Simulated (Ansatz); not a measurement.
**Worked example: CH6O4Sn → Sn(OH)3 + CH3O**

Gas-phase species: CH6O4Sn `C[O][Sn]([OH])([OH])[OH]`, singlet; Sn(OH)3, doublet; CH3O `C[O]`, doublet. The bond broken is the one whose loss leaves Sn(OH)3 `[OH][Sn]([OH])[OH]`, relaxed to its own shape; its unpaired electron may spread away from that site.

Shapes, held fixed at every level: PBE0-D4/def2-TZVP. Flexible molecules stand in one conformer, not always the lowest. Programs: Ansatz 0.2.0. The zero-point and thermal change to 298 K, harmonic and unscaled (PBE0-D4/def2-TZVP), is -15.8 kJ/mol.

At CCSD(T)/def2-SVP; 1 Eh = 2625.50 kJ/mol:

| species | energy (Eh) |
| --- | --- |
| CH6O4Sn | -554.985282 |
| Sn(OH)3 | -440.206280 |
| CH3O | -114.655676 |

Question: Work out ΔH(298 K) of the reaction at this level.

Answer: 
1. Products less reactants: (-440.206280) + (-114.655676) − [(-554.985282)] = 0.123326 Eh = +323.8 kJ/mol.
2. With the thermal change: +323.8 + (-15.8) = +308.0 kJ/mol.

Other levels give +276.7 (B3LYP-D4/def2-TZVPP) to +357.7 kJ/mol (MP2/def2-TZVPP). No measured value is set beside it here. Open shells run unrestricted. For atoms past krypton def2 sets carry core potentials with scalar relativity. Outer-core shells of Sn are correlated, in sets that cover them unevenly.
